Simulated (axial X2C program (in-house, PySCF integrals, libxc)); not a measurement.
**GeB⁺: from the spin-free to the two-component result**

Calculated with an axial X2C code built on PySCF integrals. Spin-free means the one-electron spin-free X2C Hamiltonian; two-component (2c) means X2C with spin–orbit coupling and atomic mean-field two-electron Coulomb and Gaunt terms, so the difference of the two also holds small scalar two-electron terms. Basis: Ge dyall-cv3z [9s9p7d4f1g], B dyall-v3z [7s6p2d1f] (cores contracted in-house); Gaussian nuclei, density fitting, unrestricted open shells. Masses: Ge 73.921 u, B 11.009 u.

Spin-free state: M_S = 1, Λ = 1 (beyond evenly filled blocks: σα, π+α); fragments Ge+ + B.

```json
{"level": "PBE0", "Re (Å)": "2.180", "ωe (cm⁻¹)": "460.4", "De (eV)": "2.475", "μ (D)": "1.80"}
{"level": "B97-3", "Re (Å)": "2.191", "ωe (cm⁻¹)": "454.5", "De (eV)": "2.316", "μ (D)": "1.64"}
```

Dipoles are positive if B is the positive end and refer to the centre of mass.

Two-component determinant lowest at the distance of the search:

Ω = 2 (⟨Sz⟩ = 1.00, ⟨Lz⟩ = 1.00 at PBE0); fragments Ge+ + B.

| level | Re (Å) | ωe (cm⁻¹) | μ (D) |
| --- | --- | --- | --- |
| PBE0 | 2.177 | 465.8 | 1.75 |
| B97-3 | 2.187 | 459.9 | 1.59 |

From the two tables, how do the constants change at the PBE0 level (2c against spin-free)?

At the PBE0 level Re goes down by 0.003 Å and ωe rises by 5.4 cm⁻¹.

One determinant describes the state; a PBE0 search over occupations chose it and may have missed a lower one. Dissociation energies refer to the lowest single-determinant-based atoms at the same level and basis. De is not given where an atomic determinant may have missed its ground term or J level, or where the truncated virtual space spoils (T). Density functionals use the spin component along the axis (collinear). PBE0 can misorder states that lie within some tenths of an eV, so this need not be the ground state of the molecule. The nearest other spin-free determinant of the search, M_S = 0, Λ = 1, lies 0.19 eV up at the distance of the search. The functionals have no current-density term, which raises determinants with orbital currents, atoms included. With several unpaired electrons one determinant need not be a pure state. A state of lower Ω lies just above, and one determinant can place such states too high, so the state shown need not be the lowest. The search has Ω = 1 only 0.11 eV up. Open-shell Ω = 0 determinants with evenly filled partner blocks cannot be reached by this program, so the Ω shown need not be the lowest component.
